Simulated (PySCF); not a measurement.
## How methods differ on the ionisation energy of P²⁺

P²⁺ [Ne] 3s2 3p1 (2P) → P³⁺ [Ne] 3s2 (1S), as a difference of total energies. All numbers are calculated (PySCF 2.14, the spin-free X2C one-electron Hamiltonian (Gaussian nucleus), in aug-cc-pVDZ-DK (5s4p2d, 27 functions)). Correlated levels: valence: [Ne] frozen. The calculations carry no spin-orbit coupling.

```
           method  ionisation energy (eV)  plus first-order spin-orbit estimate  error of that sum (eV)
              UHF                  29.561                                29.601                  -0.602
    MP2 (valence)                  29.738                                29.778                  -0.425
SCS-MP2 (valence)                  29.718                                29.758                  -0.445
   CCSD (valence)                  29.840                                29.880                  -0.323
CCSD(T) (valence)                  29.856                                29.897                  -0.306
  CCSDT (valence)                  29.864                                29.904                  -0.299
    FCI (valence)                  29.864                                29.904                  -0.299
```

Reference: 30.203 eV (measured; NIST Atomic Spectra Database, ionization energies).

A first-order spin-orbit estimate (lowest level to lowest level, LS coupling) adds 0.040 eV.

Errors of the correlated levels include the incompleteness of this basis and the frozen core.
